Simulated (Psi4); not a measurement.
Pair of molecules: NH3 (SMILES N) (first 4 atoms) with CO (SMILES [C-]#[O+]); geometry from B3LYP-D3(BJ)/def2-TZVP.
(charge 0, multiplicity 1):
```xyz
6

N     -0.12998    -0.12657    -0.16965
H     -0.35565     0.83949     0.03755
H     -0.91527    -0.69403     0.12766
H      0.66496    -0.38287     0.40425
C      0.55709    -0.18283     3.21436
O     -0.31277     0.16054     3.83968
```

Method: SAPT0/jun-cc-pV(D+d)Z run with Psi4.

Problem. Which attractive term is largest, and how does the interaction split up?

Solution. electrostatics -2.7, exchange 6.8, induction -0.8, dispersion -2.7, total 0.6 kJ/mol; the largest attraction is electrostatics.
